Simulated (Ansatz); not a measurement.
input.yaml

```yaml
crystal:
  periodic: [false, false, false]
  atoms:
    - { symbol: C, position_ang: [-1.179614, 0.236257, 1.104869] }
    - { symbol: S, position_ang: [0.58326, -0.176961, 1.346658] }
    - { symbol: Si, position_ang: [1.270084, 0.461123, -0.930797] }
    - { symbol: F, position_ang: [2.681946, -0.391036, -0.960205] }
    - { symbol: S, position_ang: [-0.112586, -0.567902, -2.254958] }
    - { symbol: H, position_ang: [-1.599238, 0.604061, 2.059848] }
    - { symbol: H, position_ang: [-1.294313, 1.022968, 0.326601] }
    - { symbol: H, position_ang: [-1.726266, -0.6642, 0.76806] }
    - { symbol: H, position_ang: [1.077532, 1.230842, 0.500082] }
    - { symbol: H, position_ang: [0.382395, -1.806453, -1.957058] }
basis:
  gaussian: { orbitals: def2-SVP }
hamiltonian:
  xc: pbe
phonons: {}
```

Run as:

```bash
$ ansatz run input.yaml --threads 2 --pin off --max-ram 3072MiB --backend cpu --events-out ev --progress --plain --runs-dir out
```

Hardware: 2 threads of Arm Neoverse V1, with other jobs on the host.

Roughly how long does this run take, and how much memory?

74 s, with a peak of 0.14 GiB, for 0 ionic steps.
